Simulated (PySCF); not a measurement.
Orbital picture of AuC

PBE0 at R = 1.872 Å; PySCF, scalar-relativistic core potentials, basis sets Au cc-pVDZ-PP with ECP60, C cc-pVDZ. State: ²Π (doublet), unpaired electrons π ↑. Only the outer orbitals are listed, counted within each symmetry, core potentials removing the inner ones.

```tsv
spin	orbital	occ.	ε (eV)	on Au (%)	main shells (%)
α	4σ	1	-17.97	24	72 C s, 16 Au d
α	2π	1	-11.35	82	82 Au d, 18 C p
α	2π	1	-11.02	89	88 Au d, 11 C p
α	5σ	1	-10.65	63	60 Au d, 19 C s, 17 C p
α	1δ	1	-9.83	100	100 Au d
α	1δ	1	-9.83	99	99 Au d
α	6σ	1	-7.44	67	56 Au s, 30 C p, 10 Au d
α	3π	1	-6.59	24	76 C p, 17 Au d
α	3π	0	-3.67	25	75 C p, 15 Au p, 10 Au d
α	7σ	0	-2.36	67	34 C p, 30 Au s, 26 Au p
α	4π	0	0.26	96	95 Au p
β	4σ	1	-16.80	32	63 C s, 22 Au d
β	2π	1	-11.00	91	90 Au d, 9 C p
β	2π	1	-10.64	93	93 Au d
β	5σ	1	-10.24	65	60 Au d, 22 C s, 12 C p
β	1δ	1	-9.79	100	100 Au d
β	1δ	1	-9.78	98	98 Au d
β	6σ	1	-7.19	64	55 Au s, 30 C p
β	3π	0	-3.26	27	73 C p, 19 Au p
β	3π	0	-2.24	37	63 C p, 32 Au p
β	7σ	0	-2.16	64	36 C p, 27 Au s, 27 Au p
```

Question: Which are the highest filled and the lowest empty level, where do they sit, and how wide is the gap?

Answer: Highest filled α 3π at -6.59 eV (in %: 76 C p, 17 Au d); lowest empty α 3π at -3.67 eV (in %: 75 C p, 15 Au p, 10 Au d); the gap at PBE0 is 2.92 eV. Both belong to one degenerate shell, split only by its one-sided filling, so this is no excitation gap.

- bond order (Mayer): 1.85
- ⟨S²⟩: 0.756
- charge on Au (Mulliken, basis-dependent): 0.10
- charge on Au (Löwdin, basis-dependent): -0.01
- dipole moment (positive dipole means Au(−)C(+)): -1.68 D
- polarisability along the bond: 62.7 bohr³
- polarisability across the bond: 36.6 bohr³

Spin–orbit coupling is left out. With d or f electrons several states lie close, and the lowest PBE0 determinant need not be the measured ground state.
